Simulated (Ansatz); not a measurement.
Basis-set extrapolation for BFH$_{6}$OSi$_{2}$, SMILES `OB[SiH2][SiH2]F` (PBE0-D4/def2-TZVP geometry, frozen core, Ansatz 0.2.0). Multiplicity 1, RHF reference.

```json
{"": "HF", "def2-TZVPP": "-780.549284", "def2-QZVPP": "-780.576898"}
{"": "MP2 correlation", "def2-TZVPP": "-0.835836", "def2-QZVPP": "-0.905193"}
{"": "CCSD(T) correlation", "def2-TZVPP": "-0.916127", "def2-QZVPP": "not run"}
```

Energies in hartree. Use E(X) = E(∞) + A·exp(−7.88·√X) for Hartree–Fock and E(X) = E(∞) + B·X^(−2.97) for correlation, with X = 3 and 4, and add CCSD(T) minus MP2 of the smaller set to the MP2 limit.

Q: What is the CCSD(T) energy at the basis-set limit?

A: HF limit: -780.576898 + (-0.027614) × 0.13774 = -780.58070. MP2 limit: -0.905193 + (-0.069357) × 0.74074 = -0.95657. Higher-order term: -0.916127 − (-0.835836) = -0.08029. Total: -781.61756 hartree, 95.5 kcal/mol below CCSD(T)/def2-TZVPP.
